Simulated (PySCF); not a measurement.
Sn(H)(F)2(Et) (C2H6F2Sn), SMILES C[CH2][SnH]([F])[F].

Geometry: PBE0-D3(BJ)/def2-SVP. The structure was generated by enumeration; whether it is a known compound was not checked. The def2 effective core potentials stand for the cores of Sn; spin–orbit coupling is left out. Other conformers were not sampled.

Two levels are set side by side: PBE/def2-TZVP (PySCF) and PBE0/def2-TZVP (PySCF). Same geometry, gas phase. Differences are taken from unrounded values.

```
quantity                      PBE0    PBE  PBE minus PBE0
---------------------------  -----  -----  --------------
orbital gap (eV)              7.91   5.62           -2.28
highest occupied level (eV)  -8.66  -7.36            1.30
lowest empty level (eV)      -0.76  -1.74           -0.98
dipole moment (D)             4.21   4.01           -0.20
mean polarisability (bohr³)   59.7   62.5             2.8
```

PBE's occupied levels lie high since its potential decays too fast outside the molecule; exact exchange lowers them and widens the gap. Loosely held outer electrons make PBE densities more polarisable. Differences between two approximate levels are no errors against the true value.

Rough cost on one machine, each run with all the roots and properties that it gave: PBE0 against PBE within a factor of 2.
